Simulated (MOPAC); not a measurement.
Input file for MOPAC: PM6 on BGeH5 (SMILES [BH2][GeH3]), a point of a torsion scan.

```
PM6 1SCF PRECISE CHARGE=0 THREADS=1
BGeH5

B      1.24135561 1    -0.08220919 1     0.00868474 1
Ge    -0.74954772 1     0.04677141 1     0.03911478 1
H      1.89900261 1     0.88102310 1    -0.03404884 1
H      1.78577851 1    -1.11413039 1     0.00071705 1
H     -1.33308403 1     0.27929458 1    -1.32098482 1
H     -1.51102517 1    -1.14676194 1     0.52274729 1
H     -1.33054607 1     1.17587061 1     0.83095473 1
```

Program output:

```
*******************************************************************************
 **                                                                           **
 **                              MOPAC v23.2.5                                **
 **                                                                           **
 *******************************************************************************
 ** MOPAC's Digital Object Identifier: https://doi.org/10.5281/zenodo.6511958 **
 **                                                                           **
 ** Please cite the open-source release paper for use of this MOPAC version:  **
 ** J. E. Moussa and J. J. P. Stewart (2026)                                  **
 ** MOPAC: An open-source semiempirical molecular orbital program             **
 ** J. Open Source Softw., 11(119), 8025, https://doi.org/10.21105/joss.08025 **
 *******************************************************************************

                              PM6 CALCULATION RESULTS

 *******************************************************************************
 *  PM6        - The PM6 Hamiltonian to be used
 *
 *
 *
 *                 CHARGE ON SYSTEM = 0
 *
 *
 *
 *  PRECISE    - TIGHTER CRITERIA TO BE USED
 *  1SCF       - DO 1 SCF AND THEN STOP
 *  THREADS=1  - MULTI-THREADING NOT USED
 *  T=         - A TIME OF 172800.0 SECONDS REQUESTED
 *  DUMP=N     - RESTART FILE WRITTEN EVERY 7200.0 SECONDS REQUESTED
 *******************************************************************************
PM6 1SCF PRECISE CHARGE=0 THREADS=1
 BGeH5

   ATOM   CHEMICAL          X               Y               Z
  NUMBER   SYMBOL      (ANGSTROMS)     (ANGSTROMS)     (ANGSTROMS)

     1       B          1.24135561  *  -0.08220919  *   0.00868474  *
     2      Ge         -0.74954772  *   0.04677141  *   0.03911478  *
     3       H          1.89900261  *   0.88102310  *  -0.03404884  *
     4       H          1.78577851  *  -1.11413039  *   0.00071705  *
     5       H         -1.33308403  *   0.27929458  *  -1.32098482  *
     6       H         -1.51102517  *  -1.14676194  *   0.52274729  *
     7       H         -1.33054607  *   1.17587061  *   0.83095473  *



          CARTESIAN COORDINATES

    NO.       ATOM           X           Y           Z

     1         B          1.2414     -0.0822      0.0087
     2        Ge         -0.7495      0.0468      0.0391
     3         H          1.8990      0.8810     -0.0340
     4         H          1.7858     -1.1141      0.0007
     5         H         -1.3331      0.2793     -1.3210
     6         H         -1.5110     -1.1468      0.5227
     7         H         -1.3305      1.1759      0.8310

 General Reference for PM6:
 "Optimization of Parameters for Semiempirical Methods V: Modification of NDDO Approximations
 and Application to 70 Elements", J. J. P. Stewart, J. Mol. Mod., 13, 1173-1213 (2007)
 URL: https://link.springer.com/article/10.1007/s00894-007-0233-4

           Empirical Formula: H5 B Ge  =     7 atoms



      MOLECULAR POINT GROUP   :   C1


      RHF CALCULATION, NO. OF DOUBLY OCCUPIED LEVELS = 6


 -------------------------------------------------------------------------------
 PM6 1SCF PRECISE CHARGE=0 THREADS=1
 BGeH5



     1SCF WAS SPECIFIED, SO BFGS WAS NOT USED
     SCF FIELD WAS ACHIEVED


                              PM6 CALCULATION
                                                       MOPAC v23.2.5 Linux




          FINAL HEAT OF FORMATION =        189.10284 KCAL/MOL =     791.20627 KJ/MOL


          COSMO AREA              =         98.79 SQUARE ANGSTROMS
          COSMO VOLUME            =         85.18 CUBIC ANGSTROMS

          IONIZATION POTENTIAL    =         10.560178 EV
          HOMO LUMO ENERGIES (EV) =        -10.560 -0.594
          NO. OF FILLED LEVELS    =          6
          MOLECULAR WEIGHT        =         88.4395         POINT GROUP:  C1

          MOLECULAR DIMENSIONS (Angstroms)

            Atom       Atom       Distance
            H     6    H     3     4.00627
            H     4    H     7     3.61339
            H     5    H     4     2.03285


          SCF CALCULATIONS        =          1





   ATOM   CHEMICAL          X               Y               Z
  NUMBER   SYMBOL      (ANGSTROMS)     (ANGSTROMS)     (ANGSTROMS)

     1       B          1.24135561  *  -0.08220919  *   0.00868474  *
     2      Ge         -0.74954772  *   0.04677141  *   0.03911478  *
     3       H          1.89900261  *   0.88102310  *  -0.03404884  *
     4       H          1.78577851  *  -1.11413039  *   0.00071705  *
     5       H         -1.33308403  *   0.27929458  *  -1.32098482  *
     6       H         -1.51102517  *  -1.14676194  *   0.52274729  *
     7       H         -1.33054607  *   1.17587061  *   0.83095473  *

                             CARTESIAN COORDINATES

   1    B        1.241355610    -0.082209190     0.008684740
   2   Ge       -0.749547720     0.046771410     0.039114780
   3    H        1.899002610     0.881023100    -0.034048840
   4    H        1.785778510    -1.114130390     0.000717050
   5    H       -1.333084030     0.279294580    -1.320984820
   6    H       -1.511025170    -1.146761940     0.522747290
   7    H       -1.330546070     1.175870610     0.830954730


           Empirical Formula: H5 B Ge  =     7 atoms



      MOLECULAR POINT GROUP   :   C1


                  EIGENVALUES
 -19.79504 -17.03149 -12.73892 -12.02978 -11.21427 -10.56018  -0.59352   0.40301
   2.38122   2.41631   3.85086   4.63544   5.71965


              NET ATOMIC CHARGES AND DIPOLE CONTRIBUTIONS

  ATOM NO.   TYPE          CHARGE      No. of ELECS.   s-Pop       p-Pop
    1          B           0.149910        2.8501     1.13972     1.71037
    2         Ge          -0.652640        4.6526     1.22664     3.42600
    3          H           0.034997        0.9650     0.96500
    4          H           0.035711        0.9643     0.96429
    5          H           0.149095        0.8509     0.85091
    6          H           0.140078        0.8599     0.85992
    7          H           0.142850        0.8572     0.85715
 DIPOLE           X         Y         Z       TOTAL
 POINT-CHG.     0.985    -0.014    -0.146     0.996
 HYBRID        -0.801     0.068    -0.012     0.804
 SUM            0.184     0.054    -0.158     0.249


          ATOMIC ORBITAL ELECTRON POPULATIONS

     Atom    s        px        py        pz
    1  B   1.13972   0.73792   0.94707   0.02538
    2 Ge   1.22664   1.16326   1.13007   1.13267
    3  H   0.96500
    4  H   0.96429
    5  H   0.85091
    6  H   0.85992
    7  H   0.85715

 **********************
 *                    *
 * JOB ENDED NORMALLY *
 *                    *
 **********************




 == MOPAC DONE ==
```

The run finished.

Cost: around 0.010 core-seconds (rough).
